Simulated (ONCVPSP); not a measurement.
rhenium: from the effect back to the setting (ONCV)

Base potential:

* Element: rhenium (Re)
* Generator: ONCVPSP 4.0.1
* Type: optimised norm-conserving Vanderbilt (ONCV)
* Functional: LDA (Perdew-Wang 92)
* Relativity: scalar-relativistic
* Frozen core: [Kr] 4d10 4f14
* Valence charge: 15
* Reference configuration: 5s2 5p6 5d5 6s2
* Partial waves: 5s+6s: rc 1.80 bohr, ncon 4, nbas 9, qcut 7.1 1/bohr, 2 projectors; 5p: rc 1.60 bohr, ncon 3, nbas 6, qcut 8 1/bohr, 1 projector; 5d: rc 2.05 bohr, ncon 4, nbas 9, qcut 7.3 1/bohr, 3 projectors, debl 2.8 Ha
* Local potential: polynomial inside 1.15 bohr (lpopt 5, dvloc0 2 Ha)
* Core correction: Teter function, fcfact 3.5, rcfact 1.5

Cutoffs, loose and tight: the cutoffs (Ha) at which the residual kinetic energy of the hardest occupied pseudo-wave falls to 1 and 0.1 mHa per electron. They do not see the model core or the augmentation charge, which bear on the density cutoff. Test errors are all-electron minus pseudo excitation energies from the reference, over the configurations 5s2 5p6 5d5 6s1; 5s2 5p6 5d5 6s0; 5s2 5p6 5d4 6s0; 5s2 5p6 5d4 6s2; variants that change the core or the reference have their own tests.

Only the scale of all radii but the core radius (base = 1) is moved:

| scale of all radii but the core radius (base = 1) | cutoff, loose | cutoff, tight | bound ghosts | largest test error (meV) |
| --- | --- | --- | --- | --- |
| 0.78 | 29 Ha | 67 Ha | s | -15 |
| 0.87 | 26 Ha | 31 Ha | none | -17 |
| 0.9 | 25 Ha | 29 Ha | none | -18 |
| 0.99 | 22 Ha | 27 Ha | none | -19 |
| 1.03 | 20 Ha | 25 Ha | none | -19 |
| 1.12 | 16 Ha | 23 Ha | none | -21 |
| 1.19 | 15 Ha | 22 Ha | none | -21 |
| 1.31 | 14 Ha | 17 Ha | none | -29 |

One more run gave cutoff, loose: 15 Ha; cutoff, tight: 18 Ha; bound ghosts: none; largest test error (meV): -22. Which value of the scale of all radii but the core radius (base = 1) was used?

1.25. The tight cutoff moves one way along this sweep, from 67 Ha at 0.78 to 17 Ha at 1.31, which places the run between 1.19 and 1.31.
